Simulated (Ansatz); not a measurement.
ClH$_{3}$OSiZn (`[SiH3][O][Zn][Cl]`). Charge 0, multiplicity 1. The structure was optimised at the PBE0-D4/def2-TZVP level. It is one conformer, not always the lowest.

```xyz
7

Si   -0.275   -1.075    0.494
O    -0.152    0.542    0.376
Zn    0.385    1.852   -0.659
Cl    0.993    3.462   -1.823
H     1.063   -1.728    0.414
H    -1.118   -1.635   -0.601
H    -0.897   -1.419    1.799
```

Question: What is the dipole moment at PBE/def2-TZVPP? (Best estimate.)

Answer: The calculation gave: 0.07 D, with components (0.01, -0.06, -0.02) D in this frame, pointing from negative to positive charge.

Question: And with r2SCAN, B3LYP, ωB97M-V? (Estimate.)

Answer: The calculation gave: r2SCAN 0.10 D, B3LYP 0.12 D, ωB97M-V 0.10 D.

Question: Give the Mulliken charges with PBE, ωB97M-V, r2SCAN in def2-TZVPP. (Best estimate.)

Answer: Ansatz gave: 
| atom | PBE | ωB97M-V | r2SCAN |
| --- | --- | --- | --- |
| Si1 | 0.38 | 0.35 | 0.48 |
| O2 | -0.38 | -0.51 | -0.51 |
| Zn3 | 0.48 | 0.59 | 0.60 |
| Cl4 | -0.25 | -0.28 | -0.29 |
| H5 | -0.08 | -0.06 | -0.10 |
| H6 | -0.08 | -0.06 | -0.10 |
| H7 | -0.07 | -0.05 | -0.09 |

B3LYP here is the variant with VWN-RPA as its local correlation; programs differ in this.
